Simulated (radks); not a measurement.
Values are calculated unless marked as measured or tabulated.
Pm VIII, configuration [Kr] 4d10 4f3 5s2 5p3 (the NIST ground configuration).

Code: a radial shooting solver on a logarithmic mesh with Libxc functionals. Model: Dirac Kohn-Sham, relativistic LDA (MacDonald-Vosko exchange, VWN5 correlation), spin-unpolarised, spherical densities, finite nucleus; open shells fill j = l - 1/2 first; Fermi nuclear charge, rms radius 4.962 fm.

Energy parts (eV):
part                      energy
total                 -271870.70
kinetic                293043.63
electron-nucleus      -659458.63
Hartree                100051.68
exchange-correlation    -5507.38

Orbitals (lengths in bohr, moments of r in powers of bohr):
\begin{tabular}{lrrrr}
orbital & occ. & eigenvalue (eV) & <r> & small-component weight \\ \hline
1s1/2 & 2 & -44794.86 & 0.02327 & 5.09e-02 \\
2s1/2 & 2 & -7377.291 & 0.09879 & 1.12e-02 \\
2p1/2 & 2 & -7000.330 & 0.08267 & 1.12e-02 \\
2p3/2 & 4 & -6446.189 & 0.08916 & 1.05e-02 \\
3s1/2 & 2 & -1691.456 & 0.2610 & 3.48e-03 \\
3p1/2 & 2 & -1528.200 & 0.2504 & 3.43e-03 \\
3p3/2 & 4 & -1416.723 & 0.2630 & 3.22e-03 \\
3d3/2 & 4 & -1130.400 & 0.2342 & 3.11e-03 \\
3d5/2 & 6 & -1106.118 & 0.2381 & 3.05e-03 \\
4s1/2 & 2 & -417.6670 & 0.5915 & 1.11e-03 \\
4p1/2 & 2 & -355.1455 & 0.6052 & 1.04e-03 \\
4p3/2 & 4 & -330.2717 & 0.6331 & 9.69e-04 \\
4d3/2 & 4 & -226.5270 & 0.6721 & 8.21e-04 \\
4d5/2 & 6 & -222.0103 & 0.6816 & 8.02e-04 \\
4f5/2 & 3 & -100.3891 & 0.8224 & 5.11e-04 \\
4f7/2 & 0 & -99.7606 & 0.8280 & 5.05e-04 \\
5s1/2 & 2 & -129.9487 & 1.315 & 2.94e-04 \\
5p1/2 & 2 & -110.2892 & 1.413 & 2.57e-04 \\
5p3/2 & 1 & -105.4463 & 1.468 & 2.42e-04 \\
5d3/2 & 0 & -75.7364 & 1.733 & 1.80e-04 \\
5d5/2 & 0 & -74.9841 & 1.751 & 1.77e-04 \\
6s1/2 & 0 & -60.4536 & 2.503 & 1.14e-04 \\
\end{tabular}

The highest occupied level is 4f5/2 at -100.39 eV. The electron density at the nucleus is 4.866e+05 e/bohr^3. The density falls to 0.001 e/bohr^3 at r = 2.81 bohr.
